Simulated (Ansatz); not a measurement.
Mulliken charges of CH7AlSn, SMILES `[CH3][AlH][SnH3]` from PBE/def2-TZVPP in Ansatz (PBE0-D4/def2-TZVP geometry).

```tsv
atom	x (Å)	y (Å)	z (Å)	charge (e)
C1	-1.361	1.232	-0.840	-0.424
Al2	0.207	0.073	-0.910	0.398
Sn3	1.144	-1.173	1.249	0.180
H4	-1.092	2.247	-1.152	0.099
H5	-1.817	1.292	0.150	0.107
H6	-2.122	0.885	-1.547	0.100
H7	0.961	-0.141	-2.295	-0.114
H8	1.173	-2.876	1.063	-0.115
H9	0.234	-0.867	2.668	-0.116
H10	2.757	-0.723	1.617	-0.115
```

Task: By hand: the dipole of these point charges (1 e Å = 4.8032 D).

Result: Σ q r = (-0.238, 0.275, -0.390) e Å, of length 0.533 e Å = 2.56 D.

Task: How does the dipole of the full density compare? (Estimate.)

Result: Computed: (-0.214, 0.201, -0.163) e Å, 1.61 D; the point charges give 1.59 times that, at 19° from its direction.

Point charges leave out the atoms' own dipoles, such as those of lone pairs, and Mulliken's split depends on the basis, so the two needn't agree.
